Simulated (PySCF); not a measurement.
## Cost of excited-state runs on `InChI=1S/C4H13PSi/c1-4(2,3)6-5/h5-6H2,1-3H3`

Geometry (Å), atoms numbered from 1 in this order:
```xyz
19

C    -0.593   -1.384   -0.513
C    -0.521    0.056   -0.006
C    -0.762    0.061    1.503
C    -1.598    0.891   -0.694
Si    1.216    0.787   -0.374
P     2.709   -0.520    0.669
H     0.172   -1.995   -0.034
H    -0.443   -1.427   -1.591
H    -1.565   -1.822   -0.289
H    -0.767    1.077    1.892
H    -1.723   -0.398    1.738
H     0.017   -0.500    2.018
H    -2.588    0.489   -0.479
H    -1.566    1.921   -0.347
H    -1.459    0.892   -1.772
H     1.428    0.872   -1.828
H     1.333    2.140    0.186
H     3.799    0.251    0.312
H     2.901   -1.380   -0.398
```

PySCF with density fitting, on 1 thread of an Arm Neoverse V2, shared host. Command: `OMP_NUM_THREADS=1 python excited_run.py task.json out`

**Question.** How long does each of these runs take, and how much memory?
- magnetisability and related constants, B97-2/6-31++G**; SCF tolerance 1e-08 Eh
- magnetisability and related constants, HF/pcSseg-1; isotopologues
- magnetisability and related constants, LC-wPBE/STO-3G; usual settings

**Answer.** 
```
                                  run            level  basis functions  wall time  peak memory (GiB)
magnetisability and related constants  B97-2/6-31++G**              194       37 s               0.79
magnetisability and related constants      HF/pcSseg-1              181       17 s               0.83
magnetisability and related constants   LC-wPBE/STO-3G               51       12 s               0.46
```
Times from a shared host are rough.
